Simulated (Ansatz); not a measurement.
Consider the formal hydrolysis of a C–Cl bond: `[SiH3]C(Cl)[TeH]` + H₂O → `OC([SiH3])[TeH]` + HCl.

Gas-phase electronic energies from Ansatz, PBE0-D4/def2-TZVP geometries. CCSD(T)/CBS is the MP2 limit (def2-TZVPP, def2-QZVPP) plus CCSD(T) − MP2 in def2-TZVPP, frozen cores. This one scheme is used for every species. Functionals use def2-TZVPP. B3LYP here is the variant with VWN-RPA as its local correlation; programs differ in this. Elements past krypton have def2 core potentials. For Te outer-core shells are correlated without core-valence functions, which leaves a few kJ/mol of doubt a bond. One conformer a species, not always the lowest.

| level | ΔE (kJ/mol) | difference from CCSD(T)/CBS |
| --- | --- | --- |
| PBE-D4 | 23.0 | -10.6 |
| r2SCAN-D4 | 22.1 | -11.5 |
| B3LYP-D4 | 23.4 | -10.2 |
| ωB97M-V | 26.1 | -7.5 |
| B2PLYP | 24.6 | -9.0 |
| PBE | 19.9 | -13.7 |
| r2SCAN | 21.5 | -12.1 |
| B3LYP | 18.2 | -15.4 |
| HF/def2-TZVPP | 18.8 | -14.8 |
| MP2/def2-TZVPP | 36.0 | 2.4 |
| CCSD/def2-TZVPP | 25.5 | -8.1 |
| CCSD(T)/def2-TZVPP | 26.8 | -6.8 |
| HF/def2-QZVPP | 19.8 | -13.8 |
| MP2/def2-QZVPP | 40.3 | 6.7 |
| HF/CBS(def2) | 19.9 | -13.7 |
| MP2/CBS(def2) | 42.8 | 9.2 |
| CCSD(T)/CBS | 33.6 | 0 |

Largest T1 diagnostic among the species: 0.012.

The D4 term adds +5.2 kJ/mol with B3LYP and +2.7 kJ/mol with PBE0; it sums over pairs of atoms, weighted by their polarisabilities, and B3LYP, whose exchange is more repulsive, gets the larger term. In def2-TZVPP, CCSD(T) changes the Hartree–Fock value by +8.0 kJ/mol (the triples alone add +1.4 kJ/mol) and MP2 by +17.2 kJ/mol.
